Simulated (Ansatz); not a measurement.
C3H5OSi, SMILES `C#C[SiH]OC` radical at its PBE0-D4/def2-TZVP geometry, where that method's forces vanish. Total charge 0; spin multiplicity 2.

```xyz
10

C    -1.9782   -0.9739   -1.3437
C    -1.3438   -0.0435   -0.9010
Si   -0.5192    1.3473   -0.0703
O     0.9971    0.9500    0.4077
C     1.3589   -0.2614    1.0334
H    -2.5324   -1.7901   -1.7481
H    -0.3865    2.5123   -0.9790
H     0.9588   -1.1251    0.4929
H     0.9974   -0.2930    2.0661
H     2.4479   -0.3225    1.0420
```

Task: What forces (eV/Å) does r2SCAN-D4/def2-TZVPP give on these atoms in Ansatz? (Best estimate.)

Result: The calculation gave: 
```
C1  -0.242 -0.349 -0.156
C2   0.235  0.375  0.167
Si3 -0.125 -0.044 -0.086
O4   0.020  0.271 -0.105
C5   0.098 -0.293  0.151
H6   0.029  0.041  0.020
H7   0.001 -0.014  0.017
H8  -0.001  0.007  0.002
H9   0.002  0.002 -0.009
H10 -0.018  0.005  0.000
```
